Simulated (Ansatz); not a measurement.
`[NH2][Sn][Br]` and `[NH2][Sn][F]` differ in one atom or group.

Ansatz, PBE0-D4/def2-TZVP geometries, multiplicity 1. Each molecule was computed in one conformer, which needn't be the lowest.

Elements past krypton have def2 core potentials. Scalar relativity is left out up to krypton.

| property | `[NH2][Sn][Br]` |
| --- | --- |
| ideal-gas entropy at 298 K and 1 bar (rigid rotor, harmonic PBE0-D4/def2-TZVP) / J/(mol·K) | 321 |
| HOMO–LUMO gap (PBE0/def2-TZVPP) / eV | 5.20 |
| HOMO–LUMO gap (ωB97M-V/def2-TZVPP) / eV | 8.97 |
| LUMO energy (PBE0/def2-TZVPP) / eV | -2.17 |
| HOMO energy (PBE/def2-TZVPP) / eV | -6.30 |
| HOMO–LUMO gap (PBE/def2-TZVPP) / eV | 3.49 |

Task: What does the change do to each property? (Estimate.)

Result: Computed: 
```
                                                                                  property  `[NH2][Sn][F]`  shift
ideal-gas entropy at 298 K and 1 bar (rigid rotor, harmonic PBE0-D4/def2-TZVP) / J/(mol·K)             298    -23
                                                      HOMO–LUMO gap (PBE0/def2-TZVPP) / eV            5.72   0.52
                                                   HOMO–LUMO gap (ωB97M-V/def2-TZVPP) / eV            9.71   0.74
                                                        LUMO energy (PBE0/def2-TZVPP) / eV           -1.87   0.30
                                                         HOMO energy (PBE/def2-TZVPP) / eV           -6.26   0.04
                                                       HOMO–LUMO gap (PBE/def2-TZVPP) / eV            3.74   0.25
```

With PBE0 the HOMO falls by 0.23 eV and the LUMO rises by 0.30 eV, so the gap widens by about 0.53 eV. PBE moves the HOMO by 0.04 eV and ωB97M-V by -0.43 eV.

Spin–orbit coupling is left out; it splits and shifts lone-pair levels of the heavy atoms by tenths of an eV.
